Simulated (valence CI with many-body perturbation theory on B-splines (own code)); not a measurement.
Results of a calculation; reference values are marked as such.
## Ladder of approximations for Fe²¹⁺

Method: configuration interaction combined with many-body perturbation theory (CI+MBPT): three valence electrons over a frozen Dirac-Fock core [He], radial functions for each j: 11 s, 11 p, 9 d, 7 f, 5 g, 2 h, 1 i, with the one-electron correlation potential Σ1, the two-electron term Σ2, the three-electron term Σ3, Breit, model QED; selected CI, second order for the rest (own B-spline code, finite nucleus).

No measured spectrum was set against this ion. As an estimate, levels of excited configurations hold to 0.05 to 0.15 % of their energy, terms of the ground configuration to about 0.5 %.

Each rung adds one term. CI alone is the Dirac-Coulomb CI over the frozen core; QED comes last and gives the full result, which names the levels. Energies are above 2s²2p ²P°_1/2 on the same rung, in × 10³ cm⁻¹.

Names give the largest LS component (configuration and term), which can be under half, so a name can repeat, a term be missing and a line seem to break the LS rules; names also repeat where a configuration has a term twice. Letters in brackets count levels of one name in rising energy.

```tsv
Level	CI alone	+ Σ1	+ Σ2	+ Σ3	+ Breit	Full
2s²2p ²P°_3/2	121.85	121.98	121.98	121.98	117.98	118.23
2s2p² ⁴P_1/2	406.58	405.24	405.07	405.16	407.78	404.33
2s2p² ⁴P_3/2	464.11	462.84	462.67	462.78	463.20	459.93
2s2p² ⁴P_5/2	521.21	519.99	519.80	519.89	516.20	513.03
2s2p² ²D_3/2	743.21	741.98	741.27	741.06	739.73	736.45
2s2p² ²D_5/2	767.77	766.60	766.00	765.82	762.48	759.32
2s2p² ²P_1/2	858.27	856.98	855.34	854.95	857.44	854.00
2s2p² ²S_1/2	985.79	984.66	983.55	983.14	981.83	978.71
2s2p² ²P_3/2	1003.2	1002.1	999.56	999.18	995.78	992.61
2p³ ⁴S°_3/2	1266.8	1264.1	1261.5	1261.2	1262.5	1255.7
2p³ ²D°_3/2	1405.6	1403.0	1400.9	1400.6	1402.8	1396.0
2p³ ²D°_5/2	1440.3	1437.7	1435.6	1435.4	1433.0	1426.3
2p³ ²P°_1/2	1579.7	1577.2	1575.2	1574.8	1576.5	1569.9
2p³ ²P°_3/2	1641.2	1638.8	1636.8	1636.4	1634.2	1627.8
2s²3s ²S_1/2	8122.6	8124.9	8124.5	8124.2	8117.2	8118.4
2s²3p ²P°_1/2	8302.5	8304.5	8304.1	8303.8	8298.0	8298.1
2s²3p ²P°_3/2	8336.9	8338.9	8338.4	8338.1	8331.1	8331.3
2s2p3s ⁴P°_1/2	8482.9	8483.8	8483.5	8483.2	8480.3	8478.0
2s²3d ²D_3/2	8501.6	8504.0	8503.5	8503.2	8495.2	8495.5
2s²3d ²D_5/2	8511.7	8514.1	8513.6	8513.3	8505.1	8505.4
2s2p3s ⁴P°_3/2	8514.7	8515.6	8515.3	8515.0	8510.3	8508.0
2s2p3s ²P°_1/2 [a]	8584.0	8584.9	8584.5	8584.2	8580.4	8578.1
2s2p3s ⁴P°_5/2	8600.8	8601.8	8601.5	8601.2	8593.1	8591.1
2s2p3p ⁴D_1/2	8640.8	8641.4	8641.0	8640.7	8639.3	8635.9
2s2p3p ⁴D_3/2	8669.2	8669.8	8669.4	8669.1	8665.9	8662.5
2s2p3s ²P°_3/2 [a]	8674.8	8675.8	8675.4	8675.1	8667.5	8665.5
2s2p3p ²P_3/2 [a]	8706.8	8707.5	8707.0	8706.7	8703.6	8700.3
2s2p3p ²P_1/2 [a]	8717.5	8718.1	8717.6	8717.4	8712.7	8709.4
2s2p3p ⁴D_5/2	8721.0	8721.7	8721.3	8721.0	8716.0	8712.8
2s2p3p ⁴P_1/2	8742.7	8743.3	8742.7	8742.5	8739.6	8736.3
2s2p3p ²D_3/2 [a]	8760.1	8760.7	8760.2	8759.9	8755.3	8752.1
```

Task: How does the ionisation energy move along the ladder, and which term matters most?

Result: CI alone 1799.5, + Σ1 1799.8, + Σ2 1799.7, + Σ3 1799.7, + Breit 1798.7, + QED 1798.7 eV. The largest step is Breit, -1.0 eV. NIST lists 1798.4 ± 0.8 eV (semi-empirical).
